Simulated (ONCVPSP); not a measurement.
# Reading a pseudo-wave (Ni)

Columns: radius, all-electron u(r) and pseudo u(r) of the 3d shell (level -9.42 eV) of nickel in the configuration [Ne] 3s2 3p6 3d8 4s1.75 4p0.25; PBEsol, scalar-relativistic, ONCV scheme, ONCVPSP 4.0.1.

```json
{"r (bohr)": "0.075", "all-electron": "0.0489", "pseudo": "0.0145"}
{"r (bohr)": "0.150", "all-electron": "0.2175", "pseudo": "0.1028"}
{"r (bohr)": "0.225", "all-electron": "0.4337", "pseudo": "0.2893"}
{"r (bohr)": "0.300", "all-electron": "0.6334", "pseudo": "0.5353"}
{"r (bohr)": "0.375", "all-electron": "0.7888", "pseudo": "0.7691"}
{"r (bohr)": "0.450", "all-electron": "0.8947", "pseudo": "0.9325"}
{"r (bohr)": "0.525", "all-electron": "0.9554", "pseudo": "1.0085"}
{"r (bohr)": "0.600", "all-electron": "0.9800", "pseudo": "1.0185"}
{"r (bohr)": "0.675", "all-electron": "0.9778", "pseudo": "0.9948"}
{"r (bohr)": "0.750", "all-electron": "0.9571", "pseudo": "0.9607"}
{"r (bohr)": "0.825", "all-electron": "0.9244", "pseudo": "0.9243"}
{"r (bohr)": "0.900", "all-electron": "0.8843", "pseudo": "0.8842"}
{"r (bohr)": "0.975", "all-electron": "0.8402", "pseudo": "0.8401"}
{"r (bohr)": "1.050", "all-electron": "0.7945", "pseudo": "0.7944"}
{"r (bohr)": "1.125", "all-electron": "0.7485", "pseudo": "0.7484"}
{"r (bohr)": "1.200", "all-electron": "0.7034", "pseudo": "0.7033"}
{"r (bohr)": "1.275", "all-electron": "0.6598", "pseudo": "0.6597"}
{"r (bohr)": "1.350", "all-electron": "0.6181", "pseudo": "0.6180"}
{"r (bohr)": "1.425", "all-electron": "0.5785", "pseudo": "0.5785"}
{"r (bohr)": "1.500", "all-electron": "0.5412", "pseudo": "0.5411"}
{"r (bohr)": "1.575", "all-electron": "0.5060", "pseudo": "0.5060"}
{"r (bohr)": "1.650", "all-electron": "0.4731", "pseudo": "0.4730"}
{"r (bohr)": "1.725", "all-electron": "0.4422", "pseudo": "0.4422"}
{"r (bohr)": "1.800", "all-electron": "0.4134", "pseudo": "0.4134"}
{"r (bohr)": "1.875", "all-electron": "0.3865", "pseudo": "0.3865"}
{"r (bohr)": "1.950", "all-electron": "0.3615", "pseudo": "0.3614"}
```

**Question.** How many radial nodes do the two functions have?

**Answer.** The all-electron 3d function has n − l − 1 = 0; the pseudo-wave has 0.

**Question.** At about which radius was the pseudo-wave matched?

**Answer.** 0.85 bohr, where the columns begin to agree (steps of 0.07 bohr).

**Question.** Is the pseudo-wave norm-conserving?

**Answer.** Yes: the ONCV scheme keeps the norm inside the radius equal to the all-electron one, which fixes the energy derivative of the logarithmic derivative at the level.
